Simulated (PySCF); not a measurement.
Si(OH)(OMe)(SMe)2, SMILES CS[Si](OC)(SC)O (C₃H₁₀O₂S₂Si) (GFN2-xTB optimised geometry):

```
18

C     -0.821    -1.958     1.731
O     -0.893    -0.613     1.322
Si    -0.243     0.046     0.000
O     -0.739    -0.812    -1.288
S      1.903     0.046     0.000
C      2.238     1.356     1.220
S     -1.013     2.041     0.000
C     -2.786     1.650     0.035
H      0.220    -2.270     1.826
H     -1.320    -2.031     2.697
H     -1.319    -2.598     1.003
H     -0.340    -0.694    -2.147
H      1.871     1.047     2.193
H      3.315     1.488     1.248
H      1.752     2.271     0.901
H     -3.043     1.058    -0.836
H     -3.315     2.598     0.018
H     -3.011     1.107     0.946
```

Method: PBE0/def2-SVP in PySCF.

### Question
What are the frontier orbital energies and the dipole moment?

### Answer
HOMO-2 -7.83 eV, HOMO-1 -6.95 eV, HOMO -6.59 eV, LUMO 0.59 eV, LUMO+1 1.36 eV; dipole moment 0.96 D.

On the same geometry PBE/def2-SVP run with PySCF 2.14.0 gives HOMO-2 -6.46 eV, HOMO-1 -5.63 eV, HOMO -5.29 eV, LUMO -0.33 eV, LUMO+1 0.38 eV; dipole moment 0.94 D.

Meta-Löwdin charges at PBE0/def2-SVP: C1 -0.08, O2 -0.60, Si3 1.11, O4 -0.71, S5 -0.23, C6 -0.34, S7 -0.22, C8 -0.34, H9 0.10, H10 0.11, H11 0.10, H12 0.35, H13 0.12, H14 0.13, H15 0.12, H16 0.12, H17 0.13, H18 0.12.
